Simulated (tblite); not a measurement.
A geometry optimisation, step by step.

C5H4AlBF2.
Bonds: C1–C2 (triple), C2–C3, C3–C4 (triple), C4–B5, B5–C6, C6–Al7, Al7–F8, Al7–F9. Hydrogens: H10 on C1; H11 on B5; H12, H13 on C6.

Computed with GFN2-xTB (tblite), gas phase: L-BFGS steps from a force-field or distance-geometry start until the largest atomic force falls under 0.01 eV/Å. 14 of its 109 geometries are shown.

Step 0: E = -667.2108 eV, largest atomic force 2.307 eV/Å
```
atom  x, y, z in Å  |  force x, y, z in eV/Å
C1      4.517   -0.911   -0.505   -1.537   0.439   0.357
C2      3.374   -0.587   -0.239   -0.344   0.081   0.176
C3      2.065   -0.223    0.096    1.729  -0.455  -0.514
C4      0.925    0.106    0.359   -1.176   0.229   0.333
B5     -0.515    0.500    0.723    0.667  -0.284  -0.612
C6     -1.526    0.957   -0.428    0.623   0.131   0.345
Al7    -3.059   -0.303   -0.506   -1.567  -1.221  -0.004
F8     -2.768   -2.045   -0.844   -0.448   2.221   0.435
F9     -4.726    0.288   -0.198    2.063  -0.851  -0.406
H10     5.496   -1.188   -0.742    0.124  -0.033  -0.043
H11    -0.875    0.469    1.839    0.112   0.100  -0.006
H12    -1.897    1.975   -0.201   -0.075  -0.491  -0.164
H13    -1.015    0.963   -1.401   -0.169   0.135   0.103
```

Step 8: E = -667.7233 eV, largest atomic force 0.234 eV/Å
```
atom  x, y, z in Å  |  force x, y, z in eV/Å
C1      4.463   -0.895   -0.494    0.221  -0.056  -0.054
C2      3.335   -0.575   -0.219   -0.163   0.059   0.038
C3      2.061   -0.222    0.085    0.100  -0.062  -0.027
C4      0.914    0.081    0.359   -0.125  -0.064  -0.019
B5     -0.487    0.473    0.694   -0.032   0.013   0.126
C6     -1.489    0.926   -0.418    0.090   0.071  -0.037
Al7    -3.040   -0.291   -0.493    0.001  -0.087   0.002
F8     -2.827   -1.895   -0.813   -0.059  -0.057  -0.004
F9     -4.592    0.205   -0.232   -0.012  -0.023  -0.004
H10     5.448   -1.175   -0.732   -0.083   0.024   0.022
H11    -0.831    0.488    1.819    0.059   0.061   0.023
H12    -1.925    1.902   -0.199   -0.110   0.074   0.100
H13    -1.034    0.977   -1.405    0.114   0.046  -0.167
```

Step 17: E = -667.7462 eV, largest atomic force 0.098 eV/Å
```
atom  x, y, z in Å  |  force x, y, z in eV/Å
C1      4.457   -0.887   -0.492    0.047  -0.022  -0.013
C2      3.324   -0.575   -0.222   -0.080  -0.053   0.018
C3      2.041   -0.256    0.081    0.053  -0.044  -0.027
C4      0.882    0.005    0.350   -0.005   0.062  -0.012
B5     -0.489    0.487    0.696    0.006  -0.052   0.057
C6     -1.471    0.956   -0.428    0.020   0.018   0.047
Al7    -2.997   -0.317   -0.502    0.022  -0.009  -0.041
F8     -2.881   -1.933   -0.809    0.044  -0.019   0.002
F9     -4.552    0.172   -0.238    0.019   0.027   0.008
H10     5.441   -1.166   -0.728   -0.027   0.040   0.008
H11    -0.793    0.561    1.831   -0.016   0.047  -0.043
H12    -1.972    1.895   -0.180   -0.064   0.020   0.038
H13    -0.994    1.061   -1.404   -0.018  -0.015  -0.041
```

Step 25: E = -667.7545 eV, largest atomic force 0.072 eV/Å
```
atom  x, y, z in Å  |  force x, y, z in eV/Å
C1      4.453   -0.895   -0.494    0.015  -0.022  -0.007
C2      3.307   -0.629   -0.226   -0.066   0.022   0.004
C3      2.025   -0.300    0.072    0.016  -0.019   0.004
C4      0.877    0.005    0.345   -0.032   0.000   0.016
B5     -0.490    0.502    0.697    0.042   0.030   0.037
C6     -1.477    0.970   -0.421    0.060   0.003   0.040
Al7    -2.966   -0.337   -0.524   -0.010  -0.018   0.043
F8     -2.858   -1.957   -0.810    0.048  -0.014  -0.022
F9     -4.508    0.179   -0.241   -0.047   0.006  -0.012
H10     5.447   -1.138   -0.725   -0.038   0.007   0.011
H11    -0.792    0.620    1.830    0.037  -0.017  -0.058
H12    -2.019    1.882   -0.151   -0.009  -0.016  -0.027
H13    -1.004    1.099   -1.397   -0.017   0.036  -0.028
```

Step 33: E = -667.7576 eV, largest atomic force 0.068 eV/Å
```
atom  x, y, z in Å  |  force x, y, z in eV/Å
C1      4.442   -0.905   -0.494    0.056  -0.015  -0.014
C2      3.294   -0.651   -0.231   -0.049   0.016   0.020
C3      2.014   -0.323    0.072    0.006   0.006  -0.004
C4      0.874    0.002    0.347   -0.068   0.004  -0.007
B5     -0.485    0.518    0.697   -0.015   0.028   0.040
C6     -1.477    0.979   -0.417    0.019   0.013   0.036
Al7    -2.952   -0.347   -0.514    0.005  -0.001  -0.021
F8     -2.819   -1.963   -0.819    0.022   0.007   0.007
F9     -4.497    0.175   -0.253   -0.011  -0.031  -0.003
H10     5.441   -1.128   -0.722    0.016  -0.026  -0.010
H11    -0.777    0.643    1.831    0.014  -0.005  -0.047
H12    -2.044    1.875   -0.147    0.003   0.013   0.013
H13    -1.018    1.126   -1.397    0.002  -0.011  -0.008
```

Step 42: E = -667.7643 eV, largest atomic force 0.104 eV/Å
```
atom  x, y, z in Å  |  force x, y, z in eV/Å
C1      4.409   -0.944   -0.498    0.066  -0.021  -0.015
C2      3.263   -0.685   -0.228   -0.084   0.011  -0.013
C3      1.984   -0.348    0.066    0.008   0.000  -0.011
C4      0.841   -0.013    0.319   -0.047   0.082   0.043
B5     -0.485    0.566    0.701   -0.048  -0.021   0.050
C6     -1.503    1.036   -0.385    0.032  -0.016  -0.001
Al7    -2.909   -0.355   -0.517   -0.001  -0.022   0.016
F8     -2.639   -1.952   -0.827   -0.002  -0.014   0.004
F9     -4.492    0.063   -0.300   -0.020  -0.035  -0.008
H10     5.406   -1.171   -0.729    0.010  -0.024   0.003
H11    -0.729    0.711    1.845    0.007   0.007  -0.059
H12    -2.089    1.922   -0.121    0.050  -0.007   0.035
H13    -1.060    1.172   -1.373    0.028   0.058  -0.045
```

Step 50: E = -667.7737 eV, largest atomic force 0.157 eV/Å
```
atom  x, y, z in Å  |  force x, y, z in eV/Å
C1      4.349   -1.012   -0.504   -0.102   0.009   0.010
C2      3.200   -0.738   -0.250    0.098   0.005  -0.035
C3      1.932   -0.362    0.045   -0.075   0.007   0.010
C4      0.801    0.008    0.308    0.155   0.004  -0.023
B5     -0.496    0.631    0.711    0.007   0.010  -0.088
C6     -1.528    1.112   -0.353   -0.015   0.010  -0.038
Al7    -2.839   -0.373   -0.522    0.054   0.003   0.000
F8     -2.388   -1.931   -0.822    0.008  -0.030   0.005
F9     -4.469   -0.159   -0.379   -0.014   0.012   0.004
H10     5.343   -1.260   -0.731   -0.034  -0.020   0.010
H11    -0.685    0.819    1.851   -0.071  -0.002   0.111
H12    -2.122    1.978   -0.053   -0.005  -0.015  -0.011
H13    -1.102    1.288   -1.346   -0.006   0.008   0.045
```

Step 58: E = -667.7817 eV, largest atomic force 0.097 eV/Å
```
atom  x, y, z in Å  |  force x, y, z in eV/Å
C1      4.314   -1.069   -0.524   -0.077   0.034   0.026
C2      3.179   -0.736   -0.278    0.006  -0.054   0.004
C3      1.917   -0.341    0.025    0.006   0.095   0.019
C4      0.808    0.072    0.318    0.050  -0.020  -0.001
B5     -0.500    0.675    0.727   -0.018  -0.009  -0.078
C6     -1.534    1.151   -0.341   -0.029   0.003  -0.039
Al7    -2.786   -0.385   -0.522   -0.002  -0.047  -0.009
F8     -2.270   -1.927   -0.803    0.023  -0.004   0.010
F9     -4.431   -0.269   -0.418    0.052   0.042   0.005
H10     5.305   -1.347   -0.730   -0.056  -0.007  -0.014
H11    -0.733    0.830    1.867    0.025  -0.021   0.033
H12    -2.161    1.992   -0.038    0.002  -0.010   0.020
H13    -1.112    1.353   -1.329    0.018  -0.003   0.024
```

Step 66: E = -667.7956 eV, largest atomic force 0.097 eV/Å
```
atom  x, y, z in Å  |  force x, y, z in eV/Å
C1      4.183   -1.188   -0.553   -0.022  -0.032   0.019
C2      3.079   -0.773   -0.302    0.043   0.029  -0.033
C3      1.859   -0.265   -0.003    0.053  -0.003   0.028
C4      0.780    0.209    0.302   -0.087  -0.007   0.042
B5     -0.526    0.791    0.743   -0.004  -0.014   0.011
C6     -1.581    1.253   -0.303    0.012  -0.011  -0.004
Al7    -2.604   -0.439   -0.527   -0.006   0.016  -0.047
F8     -1.872   -1.898   -0.757    0.038  -0.041   0.013
F9     -4.253   -0.536   -0.535    0.009   0.032   0.016
H10     5.137   -1.575   -0.754   -0.010   0.006  -0.024
H11    -0.745    0.880    1.894   -0.003   0.013   0.006
H12    -2.300    2.009    0.020    0.012  -0.005   0.011
H13    -1.161    1.532   -1.271   -0.036   0.017  -0.036
```

Step 75: E = -667.8001 eV, largest atomic force 0.040 eV/Å
```
atom  x, y, z in Å  |  force x, y, z in eV/Å
C1      4.134   -1.238   -0.560    0.034  -0.001  -0.019
C2      3.058   -0.756   -0.308   -0.040   0.001   0.005
C3      1.849   -0.228    0.004    0.017  -0.008   0.032
C4      0.769    0.239    0.316   -0.017   0.004  -0.005
B5     -0.541    0.818    0.749    0.002   0.004   0.009
C6     -1.591    1.278   -0.301   -0.003  -0.002   0.000
Al7    -2.531   -0.460   -0.543    0.010  -0.001   0.005
F8     -1.745   -1.898   -0.731    0.003   0.006   0.000
F9     -4.176   -0.589   -0.566   -0.009   0.000  -0.007
H10     5.070   -1.652   -0.783    0.009  -0.005  -0.012
H11    -0.770    0.899    1.900   -0.013   0.008   0.002
H12    -2.344    1.991    0.039    0.009  -0.003  -0.010
H13    -1.186    1.598   -1.263   -0.002  -0.003   0.000
```

Step 83: E = -667.8009 eV, largest atomic force 0.021 eV/Å
```
atom  x, y, z in Å  |  force x, y, z in eV/Å
C1      4.127   -1.240   -0.570   -0.002  -0.010  -0.001
C2      3.051   -0.763   -0.303   -0.008   0.003   0.016
C3      1.848   -0.231    0.022   -0.007  -0.006  -0.007
C4      0.765    0.239    0.322   -0.001   0.008   0.019
B5     -0.543    0.825    0.752   -0.002   0.008   0.006
C6     -1.592    1.282   -0.300   -0.002   0.004   0.005
Al7    -2.518   -0.462   -0.542    0.012  -0.012  -0.011
F8     -1.716   -1.891   -0.727   -0.001  -0.001   0.004
F9     -4.162   -0.606   -0.579   -0.011   0.000  -0.002
H10     5.058   -1.664   -0.800    0.000   0.011  -0.016
H11    -0.780    0.916    1.900    0.011  -0.008   0.001
H12    -2.350    1.989    0.041    0.002   0.010  -0.008
H13    -1.192    1.607   -1.262    0.008  -0.008  -0.007
```

Step 91: E = -667.8018 eV, largest atomic force 0.025 eV/Å
```
atom  x, y, z in Å  |  force x, y, z in eV/Å
C1      4.121   -1.236   -0.582   -0.018   0.001   0.005
C2      3.049   -0.768   -0.285    0.015  -0.007  -0.015
C3      1.847   -0.239    0.050    0.020  -0.001  -0.006
C4      0.767    0.239    0.348   -0.024   0.003  -0.005
B5     -0.545    0.828    0.759   -0.009   0.004   0.016
C6     -1.586    1.279   -0.306    0.002   0.016   0.017
Al7    -2.517   -0.463   -0.548    0.003  -0.012   0.006
F8     -1.722   -1.898   -0.720    0.004   0.008   0.001
F9     -4.161   -0.605   -0.588   -0.006   0.005  -0.006
H10     5.050   -1.649   -0.838   -0.009   0.009   0.002
H11    -0.791    0.923    1.906   -0.003   0.003  -0.002
H12    -2.341    1.994    0.025    0.008  -0.018  -0.011
H13    -1.176    1.596   -1.267    0.017  -0.012  -0.002
```

Step 100: E = -667.8027 eV, largest atomic force 0.039 eV/Å
```
atom  x, y, z in Å  |  force x, y, z in eV/Å
C1      4.104   -1.236   -0.596    0.002   0.010  -0.010
C2      3.040   -0.760   -0.285   -0.002  -0.005   0.010
C3      1.843   -0.232    0.070   -0.010  -0.002  -0.018
C4      0.763    0.240    0.375   -0.002  -0.003   0.007
B5     -0.552    0.829    0.778   -0.004   0.005   0.014
C6     -1.574    1.273   -0.307   -0.007   0.022   0.009
Al7    -2.510   -0.467   -0.550    0.008   0.004  -0.003
F8     -1.710   -1.901   -0.707   -0.001   0.000   0.002
F9     -4.154   -0.606   -0.608    0.003   0.003  -0.004
H10     5.028   -1.645   -0.874    0.001  -0.004   0.005
H11    -0.812    0.933    1.919    0.004  -0.001   0.007
H12    -2.331    1.998    0.000    0.023  -0.026  -0.018
H13    -1.139    1.574   -1.262   -0.015  -0.005  -0.002
```

Step 108: E = -667.8032 eV, largest atomic force 0.008 eV/Å
```
atom  x, y, z in Å  |  force x, y, z in eV/Å
C1      4.086   -1.237   -0.610   -0.001  -0.004  -0.001
C2      3.022   -0.767   -0.288   -0.002   0.005  -0.002
C3      1.828   -0.235    0.071   -0.001  -0.003   0.003
C4      0.755    0.242    0.392    0.001   0.001   0.001
B5     -0.557    0.840    0.793    0.001   0.001  -0.003
C6     -1.570    1.276   -0.303   -0.003   0.005   0.003
Al7    -2.488   -0.472   -0.553    0.002  -0.001   0.004
F8     -1.676   -1.900   -0.697   -0.004  -0.002   0.000
F9     -4.131   -0.621   -0.631    0.005   0.000  -0.006
H10     5.008   -1.650   -0.888    0.001   0.002   0.001
H11    -0.818    0.954    1.933    0.001  -0.001  -0.003
H12    -2.336    1.996   -0.011    0.002   0.001   0.003
H13    -1.128    1.574   -1.256   -0.002  -0.005   0.001
```

Q: Summarise the path.

A: The energy falls by 13.66 kcal/mol from step 0 to step 108; nine tenths of that is first reached at step 16. It falls at every step. The largest force goes from 2.307 to 0.008 eV/Å. Among the bonds Al7–F8 changes most, from 1.799 to 1.649 Å; the atoms move by 0.628 Å rms after alignment.

Q: Follow the three bonds and two angles with the largest change from start to end.

A: 
```csv
step,E above end (kcal/mol),largest force (eV/Å),Al7–F8 (Å),Al7–F9 (Å),C2–C3 (Å),B5–C6–Al7 (°),B5–C6–H12 (°)
0,13.66,2.307,1.799,1.795,1.399,109.6,109.0
5,2.68,0.722,1.655,1.658,1.361,111.0,111.1
9,1.76,0.206,1.648,1.651,1.357,110.1,112.1
14,1.48,0.216,1.649,1.652,1.353,108.9,111.5
19,1.27,0.092,1.650,1.653,1.356,108.2,113.2
23,1.17,0.120,1.650,1.652,1.354,108.1,113.2
28,1.08,0.054,1.649,1.652,1.357,108.4,112.7
33,1.05,0.068,1.650,1.652,1.355,108.0,113.2
38,0.98,0.145,1.649,1.653,1.357,107.3,114.6
42,0.90,0.104,1.649,1.651,1.355,107.3,115.2
47,0.74,0.066,1.650,1.652,1.355,105.9,113.9
52,0.62,0.071,1.649,1.651,1.355,105.0,114.2
56,0.53,0.096,1.649,1.653,1.356,104.6,114.4
61,0.29,0.206,1.651,1.649,1.358,101.1,116.9
66,0.17,0.097,1.648,1.651,1.355,99.9,116.9
70,0.10,0.058,1.650,1.651,1.355,99.0,116.9
75,0.07,0.040,1.650,1.651,1.355,98.2,116.7
80,0.06,0.035,1.649,1.651,1.356,98.3,116.6
85,0.05,0.045,1.649,1.651,1.356,97.8,116.7
89,0.03,0.022,1.649,1.651,1.355,98.1,116.6
94,0.02,0.021,1.650,1.651,1.356,98.1,116.7
99,0.01,0.034,1.649,1.651,1.355,98.3,116.7
103,0.00,0.023,1.649,1.651,1.355,98.3,116.9
108,0.00,0.008,1.649,1.651,1.355,98.2,117.0
```

The cost below is that of the whole relaxation. On one thread, Arm Neoverse N1 (aarch64), no GPU, shared host with 64 logical CPUs at a one-minute load of 61, this took 1.3 s wall.
